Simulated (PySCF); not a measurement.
Bonds (- single, = double, # triple, : aromatic): C1#C2 1.203 Å, C2-Si3 1.848 Å, Si3-N4 1.763 Å, N4:C5 1.359 Å, C5:N6 1.298 Å, N6:C7 1.361 Å, C7-Cl8 1.700 Å, C7:C9 1.364 Å, C9:N4 1.372 Å. C1 carries H10; Si3 carries H11, H12; C5 carries H13; C9 carries H14.

Geometry: GFN2-xTB; GIAO shifts from PySCF, gas phase, non-relativistic, averaged over equivalent atoms.

At PBE0/pcSseg-1 (192 basis functions, 35 s wall time on 1 thread of an AMD EPYC 7B13, shared host):
| atoms | δ (ppm) |
| --- | --- |
| C7 | 146.4 |
| C5 | 141.7 |
| C9 | 121.2 |
| C1 | 107.7 |
| C2 | 84.5 |
| Si3 | -59.8 |
| N6 | 314.0 |
| N4 | 184.9 |
| H13 | 7.13 |
| H14 | 6.85 |
| H11/H12 | 5.27 |
| H10 | 2.19 |

Referencing at the same level of theory: ¹³C (σ = 186.93 ppm) and ²⁹Si (σ = 349.16 ppm) and ¹H (σ = 31.72 ppm) vs TMS; ¹⁵N (σ = 267.73 ppm) vs NH3.

**Question.** What do these become at PBE0/6-31++G**?

**Answer.** 
| atoms | δ at PBE0/6-31++G** | change |
| --- | --- | --- |
| C7 | 138.9 | -7.5 |
| C5 | 132.1 | -9.6 |
| C9 | 112.2 | -9.0 |
| C1 | 95.6 | -12.1 |
| C2 | 76.9 | -7.6 |
| Si3 | -42.7 | +17.1 |
| N6 | 281.2 | -32.8 |
| N4 | 167.0 | -17.9 |
| H13 | 7.23 | +0.10 |
| H14 | 6.92 | +0.07 |
| H11/H12 | 5.40 | +0.13 |
| H10 | 2.33 | +0.14 |

Shifts are taken against calculated references (same method and geometry level): ¹³C (198.46 ppm) and ²⁹Si (407.86 ppm) and ¹H (31.85 ppm) against TMS; NH3 for ¹⁵N (272.83 ppm).

The largest change is at N6 (pyridine-type nitrogen of an azole). Cost: 200 basis functions, 28 s wall time on 1 thread of an AMD EPYC 7B13, shared host. The order of the carbon signals is the same at both levels.

Carbons that carry Cl, above all several Cl atoms, come out too deshielded, partly because spin–orbit coupling is missing. Experimental scales use liquid or dissolved standards, which lie at an offset from isolated NH3 (liquid NH3: subtract about 20 ppm). Unscaled 15N shifts of sp2 nitrogen often come out too high even then, by a few to some tens of ppm.
